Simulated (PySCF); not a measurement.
Two species compared at the same levels of theory.

First species: C6H4FNSi.
SMILES: `C1(C#N)=C[SiH2][C@]1(C#C)F`

Second species: C5H5F3.
Z-matrix (Å and degrees, GFN2-xTB geometry), rows numbered from 1:
```
C 
C   1  1.5154
C   2  1.5146  1  112.57
F   3  1.3431  2  112.69  1   179.76
F   3  1.3463  2  112.61  1    59.52
F   3  1.3464  2  112.59  1   -60.00
C   2  1.5017  1  122.51  3  -149.12
C   7  1.2996  2   64.37  1  -107.83
H   1  1.0867  2  109.73  3   179.96
H   1  1.0890  2  110.43  3    59.97
H   1  1.0890  2  110.46  3   -60.02
H   7  1.0608  2  143.88  8  -179.65
H   8  1.0609  2  143.88  7   179.58
```

Levels: PBE0/def2-SVPD for dipole moment, HOMO energy, LUMO energy, HOMO–LUMO gap, static isotropic polarisability and electronic spatial extent ⟨r²⟩ about the centre of nuclear charge; TDDFT PBE0/def2-SVPD for lowest singlet excitation; TDA PBE0/def2-SVPD for lowest triplet excitation (Tamm–Dancoff); GFN2-xTB for rotational constant A and rotational constant C. Geometries: GFN2-xTB. Each structure is a single optimised conformer of the isolated species, non-relativistic unless stated. Electronic properties by PySCF.

The conformers computed, where there is a choice (atom-mapped SMILES and torsion angles):
- `[CH3:1][C:2]1([C:3]([F:4])([F:5])[F:6])[CH:7]=[CH:8]1`: C1–C2–C3–F4 180°

Q: Which has the higher ⟨r²⟩?

A: The first: 1264 bohr² against 799 bohr², a difference of 465 bohr².

Q: Which of the two has the higher T1 energy, and by how much?

A: The second: 4.20 eV against 3.59 eV, a difference of 0.61 eV.

Q: Which of the two has the higher rotational constant A, and by how much?

A: The second: 2.960 GHz against 1.710 GHz, a difference of 1.250 GHz.

Q: Which has the higher LUMO energy?

A: The second: -0.67 eV against -2.30 eV, a difference of 1.63 eV.

Q: Which has the higher S1 energy?

A: The second: 6.35 eV against 4.45 eV, a difference of 1.90 eV.

Q: Which has the higher dipole moment?

A: The first: 4.99 D against 2.93 D, a difference of 2.06 D.

Q: Which of the two has the higher HOMO–LUMO gap, and by how much?

A: The second: 7.47 eV against 5.67 eV, a difference of 1.80 eV.

Q: Which has the higher rotational constant C?

A: The second: 1.659 GHz against 0.980 GHz, a difference of 0.679 GHz.

On the first: In wavenumbers S1 is 35900 cm⁻¹ (1 eV = 8065.54 cm⁻¹). The polarisability is 14.51 Å³ as a volume (1 au = 0.148185 Å³), or 1.40 au for each of the 70 electrons.

On the second: The principal polarisabilities are 53.8, 56.0 and 62.4 au; their mean is the isotropic value. In atomic units the dipole is 1.15 e·bohr (1 au = 2.5417 D).
